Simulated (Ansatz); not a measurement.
Method: Ansatz (an electronic-structure program) with frozen-core CCSD(T)/cc-pVTZ // PBE-D3(BJ)/def2-SVP.

Ansatz 0.2 input:
```yaml
crystal:
  periodic: [false, false, false]
  atoms:
    - { symbol: B, position_ang: [-1.730273, -0.718703, 0.025536] }
    - { symbol: C, position_ang: [-0.279313, -0.317116, 0.010618] }
    - { symbol: C, position_ang: [0.98323, -1.048184, 0.033586] }
    - { symbol: C, position_ang: [1.989951, -0.132382, 0.002427] }
    - { symbol: O, position_ang: [1.465063, 1.163536, -0.039872] }
    - { symbol: C, position_ang: [0.136807, 1.02778, -0.034197] }
    - { symbol: O, position_ang: [-0.553279, 2.156907, -0.070838] }
    - { symbol: H, position_ang: [-2.112154, -1.871448, 0.064233] }
    - { symbol: H, position_ang: [-2.580075, 0.172118, -0.002991] }
    - { symbol: H, position_ang: [1.097545, -2.137393, 0.069441] }
    - { symbol: H, position_ang: [3.082236, -0.182246, 0.003117] }
    - { symbol: H, position_ang: [-1.499739, 1.887131, -0.06106] }
basis:
  gaussian: { orbitals: cc-pVTZ }
correlation:
  method: ccsd_t
```

Output:

```
Functional definition: HF
1655 factors; integrals over basis functions are off by at most 1.3e-3 eV
mean field evaluation 1: about -8944.1913 eV, gradient 4.1e1 eV
mean field evaluation 2: about -8944.6477 eV, gradient 4.2e1 eV
mean field evaluation 4: about -8948.9538 eV, gradient 5.1e0 eV
mean field evaluation 8: about -8949.0466 eV, gradient 4.0e-1 eV
mean field evaluation 16: about -8944.1920 eV, gradient 4.1e1 eV
mean field -8949.04799695 eV, -328.8714480054 hartree, gradient 7.8e-6 eV, S^2 0.000000; 0 other end points of the search recorded, 0 dependent functions left out
7 core orbitals not correlated
reference -8949.04799695 eV, -328.8714480054 hartree; 18, 18 occupied and 255, 255 virtual orbitals, 1655 factors
second order -32.57234873 eV of doubles, -0.00000000 eV of singles
cycle   1  -32.11512554 eV  change    4.6e-1 eV  update   1.4e-1
cycle   2  -32.98117699 eV  change   -8.7e-1 eV  update   4.2e-2
cycle   3  -33.18077997 eV  change   -2.0e-1 eV  update   2.1e-2
cycle   4  -33.15755763 eV  change    2.3e-2 eV  update   5.5e-3
cycle   5  -33.15456569 eV  change    3.0e-3 eV  update   2.9e-3
cycle   6  -33.15644087 eV  change   -1.9e-3 eV  update   9.2e-4
cycle   7  -33.15589701 eV  change    5.4e-4 eV  update   4.5e-4
cycle   8  -33.15561757 eV  change    2.8e-4 eV  update   1.5e-4
cycle   9  -33.15569277 eV  change   -7.5e-5 eV  update   6.2e-5
cycle  10  -33.15571433 eV  change   -2.2e-5 eV  update   2.2e-5
perturbative correction -1.61899604 eV, -0.0594970071 hartree
Total energy: -8983.82270732 eV, -330.1493950404 hartree
```

Cost: very roughly 29 core-minutes.
